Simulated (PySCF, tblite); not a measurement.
Isomers of C6H9NSi, one GFN2-xTB conformer each. Single-point energies are computed at PBE0/pcSseg-1 (PySCF, gas phase, no added dispersion term), electronic only.

Question: Rank them by PBE0/pcSseg-1 energy, lowest first (kcal/mol).
A. `[CH:1]#[C:2][SiH2:3][C@H:4]1[CH2:5][N:6]1[CH:7]=[CH2:8]` with C2–Si3–C4–C5 -175°, C5–N6–C7–C8 -124°
B. `[CH3:1][CH2:2][C:3]1=[CH:4][C@@H:5]([C:6]#[N:7])[SiH2:8]1` with C1–C2–C3–C4 130°

Answer: B (0.0), A (50.9).

As drawn, the lower has a four-membered ring and a C≡N group, which the higher lacks; the higher has a three-membered ring and a C≡C bond, which the lower lacks. GFN2-xTB itself gives, in the same order: 0.0, 29.7. Both levels put the same isomer lowest.

Which frontier levels, dipoles and rotational constants go with these structures?

| SMILES | HOMO (eV, PBE0/pcSseg-1) | LUMO (eV) | dipole (D) | A, B, C (MHz) |
| --- | --- | --- | --- | --- |
| CCC1=C[C@@H](C#N)[SiH2]1 | -7.91 | -0.59 | 4.89 | 4158, 953.0, 848.3 |
| C#C[SiH2][C@H]1CN1C=C | -6.16 | 0.00 | 1.26 | 2598, 1103, 819.0 |

What happens when harmonic zero-point energies from GFN2-xTB frequencies are added?

| SMILES | ZPE (kcal/mol) | electronic (kcal/mol) | with ZPE (kcal/mol) |
| --- | --- | --- | --- |
| CCC1=C[C@@H](C#N)[SiH2]1 | 80.5 | 0.0 | 0.0 |
| C#C[SiH2][C@H]1CN1C=C | 78.5 | 50.9 | 48.9 |

The zero-point energies span 2.0 kcal/mol. The order is unchanged.
